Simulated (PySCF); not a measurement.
Mg(SH)(SiH3) (H4MgSSi), SMILES [Mg]([SH])[SiH3].

The structure is a stationary point at PBE-D3(BJ)/def2-TZVP. One conformer was computed; it need not be the lowest.

Calculation: PBE/def2-TZVPD in PySCF.

Computed frontier levels, gap, dipole moment and polarisability:
| Property | Result |
|---|---|
| highest occupied level | -5.94 eV |
| lowest empty level | -1.90 eV |
| orbital gap | 4.04 eV |
| dipole moment | 0.204 e·Å |
| quadrupole, principal values (traceless, Buckingham form, about the centre of nuclear charge) | -16.39, 5.05, 11.33 D·Å |
| mean static polarisability | 95.3 bohr³ (14.12 Å³) |
| polarisability, principal values | 76.0, 78.6, 131.2 bohr³ |
